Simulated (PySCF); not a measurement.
C3H5Cl2FSi.

```xyz
12

C      2.6533    -1.3488    -0.9476
C      1.5438    -0.7986    -1.4544
C      1.0392     0.5733    -1.1201
Si    -0.3604     0.5249     0.1016
F     -0.9670     2.0087     0.3023
Cl    -1.8844    -0.6758    -0.5650
Cl     0.2766    -0.1316     1.9344
H      3.3017    -0.7995    -0.2558
H      2.9497    -2.3682    -1.2090
H      0.9136    -1.3887    -2.1324
H      1.8325     1.1999    -0.6756
H      0.6645     1.0998    -2.0170
```

The structure is a stationary point at r2SCAN-D4/def2-SVP. The values are those of a single conformer.

Calculation: PBE/pcSseg-1 (PySCF). Non-relativistic, no solvent.

Give the absolute GIAO shielding of each atom: isotropic value and principal components (ppm). (Estimate from the structure and the level; the computed values follow.)


```
atom  σ(iso)    σ11    σ22    σ33   span
----  ------  -----  -----  -----  -----
C1      53.1  -57.4   67.3  149.4  206.8
C2      45.3  -70.2   51.3  154.7  224.9
C3     147.1  128.7  152.5  160.1   31.4
Si4    321.2  302.1  321.5  340.1   37.9
F5     264.0  211.6  259.9  320.4  108.8
Cl6    810.9  695.7  752.5  984.4  288.8
Cl7    823.0  695.8  778.1  995.1  299.3
H8      25.7   21.6   25.4   30.3    8.7
H9      25.7   22.6   25.0   29.5    6.9
H10     25.3   22.6   24.6   28.7    6.1
H11     29.2   26.2   27.7   33.6    7.4
H12     29.0   25.6   27.4   33.9    8.4
```
